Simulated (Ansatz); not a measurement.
```yaml
crystal:
  periodic: [false, false, false]
  atoms:
    - {symbol: C, position_ang: [1.198032, -1.480028, 0.771635]}
    - {symbol: C, position_ang: [0.403817, -0.366422, 0.241415]}
    - {symbol: O, position_ang: [0.889304, 0.728854, -0.216245]}
    - {symbol: O, position_ang: [-0.872540, -0.383533, 0.090442]}
    - {symbol: Ge, position_ang: [-1.111726, 1.271051, -0.697717]}
    - {symbol: F, position_ang: [-0.933814, 2.634695, 0.381259]}
    - {symbol: F, position_ang: [-0.560595, 1.497182, -2.366823]}
    - {symbol: F, position_ang: [-2.869671, 1.224209, -0.775698]}
    - {symbol: H, position_ang: [0.786556, -1.624102, 1.770679]}
    - {symbol: H, position_ang: [2.201918, -1.230015, 0.803632]}
    - {symbol: H, position_ang: [0.908196, -2.347288, 0.174600]}
basis:
  gaussian: {orbitals: def2-mTZVPP}
total_charge: -1
magnetization: {spin_polarized: true, initial_magnetization: 5}
hamiltonian: {xc: {name: HF}}
correlation: {method: ccsd_t}
```

```sh
$ ansatz run in.yaml --threads 2 --pin off --events-out ev --progress --plain --max-ram 32768MiB --backend cuda --devices 0, --max-vram 18GiB
```

It prints (some lines left out):

```
Functional definition: HF
1890 factors; integrals over basis functions are off by at most 1.3e-3 eV
mean field evaluation 1: about -70758.4744 eV, gradient 3.9e1 eV
mean field evaluation 2: about -70758.5542 eV, gradient 3.9e1 eV
mean field evaluation 4: about -70766.3354 eV, gradient 5.5e0 eV
mean field evaluation 8: about -70767.1805 eV, gradient 1.4e0 eV
mean field evaluation 16: about -70767.8655 eV, gradient 4.0e-2 eV
mean field evaluation 64: about -70767.1490 eV, gradient 4.2e-1 eV
mean field evaluation 96: about -70767.1729 eV, gradient 8.9e-1 eV
mean field evaluation 128: about -70767.8583 eV, gradient 1.6e-1 eV
mean field evaluation 192: about -70767.8197 eV, gradient 4.3e-1 eV
mean field evaluation 256: about -70767.8538 eV, gradient 5.4e-1 eV
mean field evaluation 320: about -70767.5768 eV, gradient 7.3e-2 eV
mean field evaluation 352: about -70767.4854 eV, gradient 5.1e-2 eV
mean field evaluation 384: about -70766.4673 eV, gradient 6.5e-1 eV
mean field evaluation 448: about -70766.6428 eV, gradient 3.8e-1 eV
mean field evaluation 480: about -70766.3518 eV, gradient 1.1e0 eV
mean field evaluation 576: about -70765.4678 eV, gradient 7.5e-1 eV
mean field evaluation 672: about -70766.8858 eV, gradient 4.9e-1 eV
mean field evaluation 704: about -70766.8841 eV, gradient 5.3e-1 eV
mean field evaluation 736: about -70766.6857 eV, gradient 3.4e-1 eV
mean field evaluation 800: about -70767.0278 eV, gradient 7.1e-1 eV
mean field -70767.86557030 eV, -2600.6710915264 hartree, gradient 2.3e-6 eV, S^2 8.784684; 20 other end points of the search recorded, 0 dependent functions left out
determinant -70767.86557030 eV, -2600.6710915264 hartree, with singles and doubles -70809.19978268 eV, -2602.1900958142 hartree
determinant -70767.57051688 eV, -2600.6602485132 hartree, with singles and doubles -70808.63021421 eV, -2602.1691645587 hartree
determinant -70767.55953990 eV, -2600.6598451168 hartree, with singles and doubles -70808.14026845 eV, -2602.1511593844 hartree
determinant -70767.48562596 eV, -2600.6571288294 hartree, with singles and doubles -70808.18678105 eV, -2602.1528686909 hartree
determinant -70766.90894395 eV, -2600.6359361566 hartree, with singles and doubles -70808.45859225 eV, -2602.1628575680 hartree
determinant -70766.88962826 eV, -2600.6352263180 hartree, with singles and doubles -70807.60403850 eV, -2602.1314532972 hartree
determinant -70766.64296980 eV, -2600.6261617868 hartree, with singles and doubles -70808.07554084 eV, -2602.1487806883 hartree
determinant -70766.27527867 eV, -2600.6126493868 hartree, with singles and doubles -70807.65777012 eV, -2602.1334278976 hartree
determinant -70765.76547127 eV, -2600.5939143105 hartree, with singles and doubles -70806.92046183 eV, -2602.1063323177 hartree
16 core orbitals not correlated: weight in the atoms' cores, before any rotation towards them, 1.000 or more for the frozen orbitals, at most 0.000 for the correlated occupied ones
reference -70767.86557030 eV, -2600.6710915264 hartree; 32, 27 occupied and 161, 166 virtual orbitals, 1890 factors
second order -40.32973251 eV of doubles, -0.00000000 eV of singles
cycle   1  -41.35346228 eV  change   -1.9e-2 eV  update   1.4e-2
cycle   2  -41.36390768 eV  change   -1.0e-2 eV  update   1.2e-2
cycle   3  -41.39250066 eV  change   -2.9e-2 eV  update   1.1e-2
cycle   4  -41.40642199 eV  change   -1.4e-2 eV  update   5.3e-3
cycle   5  -41.42973329 eV  change   -2.3e-2 eV  update   3.1e-3
cycle   6  -41.43256719 eV  change   -2.8e-3 eV  update   1.5e-3
cycle   7  -41.43405612 eV  change   -1.5e-3 eV  update   1.0e-3
cycle   8  -41.43295757 eV  change    1.1e-3 eV  update   6.7e-4
cycle   9  -41.43104070 eV  change    1.9e-3 eV  update   3.8e-4
cycle  10  -41.43136523 eV  change   -3.2e-4 eV  update   2.4e-4
cycle  11  -41.43177209 eV  change   -4.1e-4 eV  update   1.8e-4
cycle  12  -41.43170099 eV  change    7.1e-5 eV  update   1.3e-4
cycle  13  -41.43165479 eV  change    4.6e-5 eV  update   9.2e-5
cycle  14  -41.43161236 eV  change    4.2e-5 eV  update   6.6e-5
perturbative correction -1.59365211 eV, -0.0585656349 hartree
Total energy: -70810.89083477 eV, -2602.2522408322 hartree
```

In this input the spin is set far too high for this molecule. Self-consistency was reached. The result belongs to that input, not to the molecule as meant.
